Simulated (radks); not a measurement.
Fractional charge and spin in the 6s shell of lead: the spin-up occupation runs from 0 to 1 and the spin-down occupation from 0 to 1; the fullest corner is Pb, [Xe] 4f14 5d10 6p(up 1, down 1) 6s(up 1, down 1). All-electron calculation, scalar-relativistic Kohn-Sham, PBE, spin-polarised, spherical densities, point nucleus. Program: a radial shooting solver on a logarithmic mesh with Libxc functionals. Energy (eV) minus the two flat planes that join the four corners (they meet along the diagonal where the two added fractions sum to one electron); zero is where a piecewise linear energy would lie.

| down \ up | 0 | 0.25 | 0.5 | 0.75 | 1 |
|---|---|---|---|---|---|
| 0 | 0.000 | -0.840 | -1.113 | -0.830 | 0.000 |
| 0.25 | -0.840 | -1.061 | -0.728 | 0.149 | -0.752 |
| 0.5 | -1.113 | -0.728 | 0.199 | -0.655 | -0.992 |
| 0.75 | -0.830 | 0.149 | -0.655 | -0.945 | -0.735 |
| 1 | 0.000 | -0.752 | -0.992 | -0.735 | 0.000 |

Corners above the fullest one (they belong to Pb+ and the next ion): (up 1, down 0) 15.904 eV, (up 0, down 1) 15.904 eV, (up 0, down 0) 41.053 eV. With half an added electron in each spin the energy lies 0.199 eV from the planes, and with half an added electron in spin up alone -1.113 eV. The planes are only a guide here: the flat-plane condition holds for ground states with one frontier orbital, while this shell lies below other occupied shells, so the corners above the fullest one are inner-hole states and not the ground states of those ions.
